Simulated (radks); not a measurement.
The numbers below are computed, except where a source is named.
The platinum anion Pt2-, [Hg], held by a Watson sphere: a shell of charge +2.16 at radius R that stands for the Madelung well of a crystal (potential energy -2.16/R inside, -2.16/r outside, in hartree with lengths in bohr). Code: a radial shooting solver on a logarithmic mesh with Libxc functionals. Model: scalar-relativistic Kohn-Sham, LB94 model potential, spin-polarised, spherical densities, point nucleus. Response by self-consistent Sternheimer equations with the Hartree and adiabatic LDA kernel, the relativistic mass of each level held fixed and spin-orbit coupling left out. The sphere does not respond.

| R (bohr) | e(5p) (eV) | e(6s) (eV) | e(5d) (eV) | <r> 5d (bohr) | sum of <r^2> (bohr^2) | X-ray form factor at sin(theta)/lambda = 0.3 1/angstrom | alpha (bohr^3) |
|---|---|---|---|---|---|---|---|
| 3.3 | -59.940 | -11.210 | -10.276 | 1.796 | 79.92 | 58.557 | 54.82 |
| 3.68 | -59.061 | -10.321 | -9.325 | 1.813 | 82.59 | 58.574 | 64.31 |
| 4.59 | -57.276 | -8.462 | -7.452 | 1.836 | 88.08 | 58.592 | 91.19 |
| 4.83 | -56.873 | -8.041 | -7.037 | 1.841 | 89.36 | 58.594 | 99.28 |
| 5.21 | -56.287 | -7.427 | -6.437 | 1.846 | 91.26 | 58.596 | 113.0 |
| 5.46 | -55.932 | -7.057 | -6.076 | 1.850 | 92.43 | 58.597 | 122.7 |
| 5.68 | -55.639 | -6.751 | -5.779 | 1.852 | 93.43 | 58.598 | 131.6 |
| 6.11 | -55.113 | -6.203 | -5.246 | 1.856 | 95.26 | 58.599 | 150.4 |
